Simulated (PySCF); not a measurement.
Two species compared at the same levels of theory.

First species: C6H7OP3.
SMILES with atom numbers: `[CH3:1][C:2](=[O:3])[c:4]1[p:5][cH:6][p:7][c:8]([CH3:9])[p:10]1` (hydrogens: H11, H12, H13 on C1; H14 on C6; H15, H16, H17 on C9)

Geometry (GFN2-xTB, Å), atoms numbered from 1 in this order:
```xyz
17
C6H7OP3 angstrom
C     -3.336   -0.416   -0.282
C     -2.020   -0.852    0.299
O     -1.920   -1.800    1.056
C     -0.805   -0.103   -0.059
P     -0.951    1.267   -1.126
C      0.657    1.866   -1.313
P      2.216    1.418   -0.713
C      1.964    0.031    0.317
C      3.232   -0.490    0.951
P      0.543   -0.874    0.763
H     -3.564    0.595    0.049
H     -3.279   -0.414   -1.370
H     -4.123   -1.092    0.043
H      0.701    2.732   -1.970
H      3.625    0.229    1.671
H      3.047   -1.428    1.474
H      4.006   -0.656    0.201
```

Second species: C7H14NP.
InChI=1S/C7H14NP/c1-6-4-5-9(8-3)7(6)2/h8H,4-5H2,1-3H3

Levels: PBE0/pcSseg-1 for HOMO energy, LUMO energy and HOMO–LUMO gap. Geometries: GFN2-xTB. Each structure is a single optimised conformer of the isolated species, non-relativistic unless stated; the electronic structure was computed with PySCF and density fitting.

Dipoles, sizes and rotational constants follow the conformer. The torsions of the flexible species, by atom-mapped SMILES:
- `[CH3:1][C:2](=[O:3])[c:4]1[p:5][cH:6][p:7][c:8]([CH3:9])[p:10]1`: C1–C2–C4–P5 1°

The conformers of `CNP1CCC(C)=C1C` aren't listed.

Values for the first species:

| Quantity | Value |
| --- | --- |
| HOMO energy | -7.17 eV |
| LUMO energy | -3.18 eV |
| HOMO–LUMO gap | 3.99 eV |

Estimate the same properties for the second species, and the change in each.

```
     property     first    second  second less first
  HOMO energy  -7.17 eV  -5.57 eV           +1.60 eV
  LUMO energy  -3.18 eV   0.24 eV           +3.42 eV
HOMO–LUMO gap   3.99 eV   5.81 eV           +1.82 eV
```

On the second:  GFN2-xTB frequencies show an imaginary mode (66i cm⁻¹), so this geometry is no minimum at that level.
